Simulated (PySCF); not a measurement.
C4H3S, SMILES c1sc[c]c1, multiplicity 2.

The structure is a stationary point at B3LYP-D3(BJ)/def2-SVP. The isomer is the one that the SMILES or the coordinates give; other isomers of the formula were not compared.

These are TDA-PBE/def2-SVPD in PySCF values and carry that method's errors.

Vertical excitations. The molecule is in vacuum.

List the lowest excited states. (An estimate is asked for; the answer gives what the named calculation found.)


| state | energy (eV) | λ (nm) | f | main pairs |
|---|---|---|---|---|
| root 1 | 2.04 | 608 | 0.001 | β HOMO→LUMO 95 % |
| root 2 | 2.41 | 515 | 0.000 | β HOMO−1→LUMO 96 % |
| root 3 | 3.84 | 323 | 0.000 | α HOMO→LUMO 49 %, β HOMO→LUMO+1 46 % |
| root 4 | 4.45 | 279 | 0.001 | α HOMO−2→LUMO 45 %, β HOMO−1→LUMO+1 48 % |
| root 5 | 4.63 | 268 | 0.000 | α HOMO−1→LUMO 99 % |
| root 6 | 4.93 | 252 | 0.004 | β HOMO−2→LUMO 93 % |
| root 7 | 5.52 | 225 | 0.000 | α HOMO→LUMO+1 11 %, β HOMO−3→LUMO 70 %, β HOMO→LUMO+2 13 % |
| root 8 | 5.57 | 223 | 0.000 | α HOMO→LUMO+1 46 %, β HOMO→LUMO+2 29 %, β HOMO−3→LUMO 23 % |
| root 9 | 5.59 | 222 | 0.026 | α HOMO−1→LUMO+1 38 %, α HOMO−2→LUMO 26 %, α HOMO→LUMO+2 7 %, β HOMO−1→LUMO+1 15 %, β HOMO−4→LUMO 8 % |
| root 10 | 5.78 | 214 | 0.001 | α HOMO→LUMO+1 29 %, α HOMO−2→LUMO+1 13 %, β HOMO→LUMO+2 40 %, β HOMO−1→LUMO+2 14 % |
Unrestricted roots are not spin-pure.
